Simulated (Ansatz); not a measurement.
Li₈, relaxed as a singlet with RKS PBE0/def2-TZVP in Ansatz, starting from the GFN1-xTB geometry. Force threshold 0.02 eV/Å.

The restricted singlet is unstable towards broken spin symmetry in Hartree–Fock (as tested in another run); at PBE0/def2-TZVP this wasn't settled. Another isomer (singlet) lies 0.12 eV lower at PBE0/def2-TZVP; other spin states weren't run for this one.

Start:

Cartesian coordinates in Å:
```
Li 0.577 -0.715 -2.163
Li 1.061 -2.107 0.038
Li 0.343 1.966 1.220
Li -1.284 -1.151 -0.462
Li -2.004 0.838 0.907
Li 0.056 -0.527 1.720
Li 1.756 0.374 -0.126
Li -0.504 1.321 -1.133
```

(1) Estimate the energy that the relaxation releases and the steps that it takes.

(2) Does the start keep its bonding and symmetry?

(3) Predict the relaxed structure.

## Answers

(1) 111.3 kJ/mol, in 5 steps; 9 s on 4 threads of Arm Neoverse N1 on a shared host. No frequencies were taken in this run, so the end may be a saddle point.

(2) Bonds lost: Li1–Li2, Li3–Li5 (atoms count from 1). Point group C2 at the start, C2v at the end, both within 0.05 Å.

(3) 
```xyz
8

Li    0.664   -0.697   -2.703
Li    1.251   -2.573    0.226
Li    0.620    2.428    1.430
Li   -1.330   -1.307   -0.571
Li   -2.544    0.856    1.059
Li    0.006   -0.446    1.841
Li    1.917    0.305   -0.189
Li   -0.584    1.433   -1.094
```
Bond lengths (bridged metal pairs left out): 16 × Li–Li 2.89 to 2.98 Å.
